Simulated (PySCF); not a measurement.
Two species compared at the same levels of theory.

First species: C₇H₅F₃N₂.
InChI=1S/C7H5F3N2/c1-2-5(3-11)6(4-12)7(8,9)10/h2H2,1H3/b6-5+

Second species: C₂H₁₂O₂SSi₃.
Atom-mapped SMILES: `[CH3:1][O:2][Si@@H:3]([SiH2:4][O:5][SiH3:6])[S:7][CH3:8]` (hydrogens: H9, H10, H11 on C1; H12 on Si3; H13, H14 on Si4; H15, H16, H17 on Si6; H18, H19, H20 on C8)

Structure used (GFN2-xTB), in Å, numbered top down from 1:
```xyz
20
C2H12O2SSi3 angstrom
C      2.432   -2.831   -0.506
O      1.193   -2.259   -0.202
Si     0.684   -0.756   -0.527
Si    -1.213   -0.620    0.743
O     -1.984    0.656    0.093
Si    -3.231    1.611   -0.305
S      2.262    0.610    0.063
C      1.319    2.167    0.087
H      3.242   -2.158   -0.224
H      2.519   -3.764    0.051
H      2.499   -3.039   -1.575
H      0.616   -0.545   -1.988
H     -2.114   -1.774    0.670
H     -1.055   -0.282    2.167
H     -4.132    1.704    0.841
H     -2.602    2.889   -0.629
H     -3.885    0.993   -1.456
H      0.432    2.048    0.701
H      1.970    2.925    0.509
H      1.042    2.438   -0.926
```

Levels: PBE0/pcSseg-1 for dipole moment, HOMO energy, LUMO energy and HOMO–LUMO gap; GFN2-xTB for rotational constant A and rotational constant C. Geometries: GFN2-xTB. Each species is one conformer at its optimised geometry, gas phase, non-relativistic unless stated. Electronic properties by PySCF.

Dipoles, sizes and rotational constants follow the conformer. The torsions of the flexible species, by atom-mapped SMILES:
- `[CH3:1][CH2:2]/[C:3]([C:4]#[N:5])=[C:6](/[C:7]#[N:8])[C:9]([F:10])([F:11])[F:12]`: C1–C2–C3–C4 -77°, C3–C6–C9–F10 62°
- `[CH3:1][O:2][Si@@H:3]([SiH2:4][O:5][SiH3:6])[S:7][CH3:8]`: C1–O2–Si3–Si4 -168°, O2–Si3–Si4–O5 -163°, Si3–Si4–O5–Si6 155°, O2–Si3–S7–C8 -164°

Values for the first species:

* Dipole moment: 5.02 D
* HOMO energy: -8.95 eV
* LUMO energy: -3.41 eV
* HOMO–LUMO gap: 5.54 eV
* Rotational constant A: 1.174 GHz
* Rotational constant C: 0.566 GHz

Question: Estimate the same properties for the second species, and the change in each.

Answer: 
```
             property      first     second  second less first
        dipole moment     5.02 D     1.05 D            -3.97 D
          HOMO energy   -8.95 eV   -6.58 eV           +2.37 eV
          LUMO energy   -3.41 eV   -0.86 eV           +2.55 eV
        HOMO–LUMO gap    5.54 eV    5.72 eV           +0.18 eV
rotational constant A  1.174 GHz  1.489 GHz         +0.315 GHz
rotational constant C  0.566 GHz  0.429 GHz         -0.137 GHz
```

On the first: A dipole of 5.02 D is allowed in C1, and pure rotational transitions are dipole-allowed. The dipole matches unit charges of opposite sign 1.04 Å apart (1 e·Å = 4.8032 D).

On the second: A dipole of 1.05 D is allowed in C1, and pure rotational transitions are dipole-allowed. In atomic units the dipole is 0.41 e·bohr (1 au = 2.5417 D).
